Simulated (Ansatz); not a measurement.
Geometry optimisation, Ansatz, RKS PBE0-D4/def2-SVP.

Input:

```yaml
crystal:
  periodic: [false, false, false]
  atoms:
    - { symbol: S, position_ang: [-0.8313, 1.047, -1.6344] }
    - { symbol: C, position_ang: [-0.2598, 0.2283, -0.3751] }
    - { symbol: "N", position_ang: [-0.8135, -0.5389, 0.4688] }
    - { symbol: Si, position_ang: [1.1453, -0.2441, 0.5953] }
    - { symbol: H, position_ang: [-2.1454, 0.6869, -1.4827] }
    - { symbol: H, position_ang: [1.2719, 0.3565, 1.944] }
    - { symbol: H, position_ang: [1.694, -1.6037, 0.4383] }
basis:
  gaussian: { orbitals: def2-SVP }
hamiltonian:
  xc: pbe0
  dispersion: d4
relax:
  f_tol: 0.015
  max_steps: 40
```

Command:

```bash
$ ansatz run input.yaml --threads 1 --pin off --max-ram 2048MiB --backend cpu --events-out ev --progress --plain --runs-dir out
```

Q: Where does it end, and by what steps?

A: It converged. After 8 steps the energy has fallen by 0.719 eV; Si4 moved furthest, 0.31 Å.

```json
{"step": "0", "energy less start (eV)": "0.0000", "largest force component (eV/Å)": "3.617", "accepted": "yes"}
{"step": "1", "energy less start (eV)": "-0.4448", "largest force component (eV/Å)": "1.733", "accepted": "yes"}
{"step": "2", "energy less start (eV)": "-0.6433", "largest force component (eV/Å)": "0.636", "accepted": "yes"}
{"step": "3", "energy less start (eV)": "-0.6898", "largest force component (eV/Å)": "0.709", "accepted": "yes"}
{"step": "4", "energy less start (eV)": "-0.7103", "largest force component (eV/Å)": "0.356", "accepted": "yes"}
{"step": "5", "energy less start (eV)": "-0.7056", "largest force component (eV/Å)": "0.769", "accepted": "no"}
{"step": "6", "energy less start (eV)": "-0.7167", "largest force component (eV/Å)": "0.113", "accepted": "yes"}
{"step": "7", "energy less start (eV)": "-0.7188", "largest force component (eV/Å)": "0.082", "accepted": "yes"}
{"step": "8", "energy less start (eV)": "-0.7190", "largest force component (eV/Å)": "0.005", "accepted": "yes"}
```

```xyz
7
Properties=species:S:1:pos:R:3
S -0.881 1.114 -1.718
C -0.269 0.214 -0.377
N -0.821 -0.559 0.485
Si 0.956 -0.411 0.773
H -2.173 0.732 -1.554
H 1.420 0.400 1.924
H 1.829 -1.557 0.422
```

Whether the end is a true minimum wasn't checked by a vibrational analysis.

Time of the run: 26 s on 1 thread of Intel(R) Xeon(R) Processor @ 2.70GHz, on a shared host, peak memory 0.16 GiB.
